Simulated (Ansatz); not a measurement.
A CCSD(T) single point on CH3BI, SMILES `C[B]I` radical.

```yaml
crystal:
  periodic: [false, false, false]
  atoms:
    - {symbol: C, position_ang: [-0.352539, 0.347915, -0.326407]}
    - {symbol: B, position_ang: [0.116285, -1.039571, 0.152333]}
    - {symbol: I, position_ang: [1.780815, -1.479693, 1.356751]}
    - {symbol: H, position_ang: [-1.008509, 0.739870, 0.464371]}
    - {symbol: H, position_ang: [0.460062, 1.068824, -0.456479]}
    - {symbol: H, position_ang: [-0.954014, 0.298755, -1.236868]}
basis:
  gaussian: {orbitals: def2-TZVPP}
magnetization: {spin_polarized: true, initial_magnetization: 1}
correlation: {method: ccsd_t}
scf: {omitted_lower_state_checks: [cluster_reference]}
output: {orbitals: {seedname: orbitals}}
```

```sh
$ ansatz run in.yaml --threads 2 --pin off --events-out ev --progress --plain
```

The program prints (abridged):

```
Functional definition: HF
1088 factors; integrals over basis functions are off by at most 8.4e-4 eV
mean field evaluation 1: about -9819.6643 eV, gradient 1.8e1 eV
mean field evaluation 2: about -9819.6690 eV, gradient 1.8e1 eV
mean field evaluation 4: about -9821.9164 eV, gradient 2.5e0 eV
mean field evaluation 8: about -9822.0387 eV, gradient 2.1e-1 eV
mean field -9822.04013385 eV, -360.9533173012 hartree, gradient 2.2e-6 eV, S^2 0.756899; 0 other end points of the search recorded, 0 dependent functions left out
6 core orbitals not correlated: weight in the atoms' cores, before any rotation towards them, 1.000 or more for the frozen orbitals, at most 0.000 for the correlated occupied ones
reference -9822.04013385 eV, -360.9533173012 hartree; 14, 13 occupied and 134, 135 virtual orbitals, 1088 factors
second order -20.33355817 eV of doubles, -0.00000000 eV of singles
cycle   1  -19.59437469 eV  change    7.4e-1 eV  update   9.2e-2
cycle   2  -20.08300382 eV  change   -4.9e-1 eV  update   2.7e-2
cycle   3  -20.15940664 eV  change   -7.6e-2 eV  update   1.6e-2
cycle   4  -20.14264488 eV  change    1.7e-2 eV  update   6.0e-3
cycle   5  -20.14375746 eV  change   -1.1e-3 eV  update   3.5e-3
cycle   6  -20.14498640 eV  change   -1.2e-3 eV  update   1.1e-3
cycle   7  -20.14452454 eV  change    4.6e-4 eV  update   4.4e-4
cycle   8  -20.14466857 eV  change   -1.4e-4 eV  update   1.9e-4
cycle   9  -20.14474044 eV  change   -7.2e-5 eV  update   7.3e-5
cycle  10  -20.14468225 eV  change    5.8e-5 eV  update   2.9e-5
cycle  11  -20.14471744 eV  change   -3.5e-5 eV  update   1.3e-5
cycle  12  -20.14471467 eV  change    2.8e-6 eV  update   6.7e-6
perturbative correction -0.59523184 eV, -0.0218743668 hartree
Total energy: -9842.78008037 eV, -361.7154962777 hartree
Checks for a lower state left out: cluster_reference
```

Hardware: 2 threads of a server CPU on a shared host. Wall time 110 s, peak host memory 3.1 GiB.

MP2 recovers 98.0 % of the CCSD(T) correlation energy and the triples give 2.9 %; T1 = 0.0133.
